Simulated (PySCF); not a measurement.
## Cost of excited-state runs on `Cn1cccc1B(F)F`, C5H6BF2N

Molfile (atoms numbered from 1):
```
C5H6BF2N
     RDKit          3D

 15 15  0  0  0  0  0  0  0  0999 V2000
    1.7376   -0.6934    0.3535 C   0  0  0  0  0  0  0  0  0  0  0  0
    0.3284   -0.4312    0.1809 N   0  0  0  0  0  0  0  0  0  0  0  0
   -0.6365   -1.3817    0.1615 C   0  0  0  0  0  0  0  0  0  0  0  0
   -1.8705   -0.7746   -0.0209 C   0  0  0  0  0  0  0  0  0  0  0  0
   -1.6247    0.6062   -0.1145 C   0  0  0  0  0  0  0  0  0  0  0  0
   -0.2491    0.8156    0.0120 C   0  0  0  0  0  0  0  0  0  0  0  0
    0.4928    2.1460   -0.0305 B   0  0  0  0  0  0  0  0  0  0  0  0
   -0.1626    3.2847   -0.2031 F   0  0  0  0  0  0  0  0  0  0  0  0
    1.8139    2.2391    0.0984 F   0  0  0  0  0  0  0  0  0  0  0  0
    1.8878   -1.7750    0.4581 H   0  0  0  0  0  0  0  0  0  0  0  0
    2.1244   -0.1930    1.2525 H   0  0  0  0  0  0  0  0  0  0  0  0
    2.3134   -0.3375   -0.5125 H   0  0  0  0  0  0  0  0  0  0  0  0
   -0.3824   -2.4342    0.2794 H   0  0  0  0  0  0  0  0  0  0  0  0
   -2.8301   -1.2842   -0.0778 H   0  0  0  0  0  0  0  0  0  0  0  0
   -2.3597    1.3962   -0.2601 H   0  0  0  0  0  0  0  0  0  0  0  0
  1  2  1  0
  2  3  1  0
  3  4  2  0
  4  5  1  0
  5  6  2  0
  6  7  1  0
  7  8  1  0
  7  9  1  0
  6  2  1  0
  1 10  1  0
  1 11  1  0
  1 12  1  0
  3 13  1  0
  4 14  1  0
  5 15  1  0
M  END
```

PySCF with density fitting, on 1 thread of an Arm Neoverse V2, shared host. Command: `OMP_NUM_THREADS=1 python excited_run.py task.json out`

Task: How long does each of these runs take, and how much memory?
- first hyperpolarisability, CAM-B3LYP/aug-cc-pVDZ; writes grids
- excited states, CAM-B3LYP/def2-TZVP; Tamm-Dancoff; spin-orbit couplings; 6 states; 5 triplets; quadratic response for 4 states; writes grids
- excited states, CAM-B3LYP/aug-cc-pVDZ; two-photon moments; 8 states; quadratic response for 6 states; 0 triplets

Result: 
```csv
run,level,basis functions,wall time,peak memory (GiB)
first hyperpolarisability,CAM-B3LYP/aug-cc-pVDZ,261,62 s,1.1
excited states,CAM-B3LYP/def2-TZVP,315,89 s,1.3
excited states,CAM-B3LYP/aug-cc-pVDZ,261,77 s,1.1
```
Times from a shared host are rough.
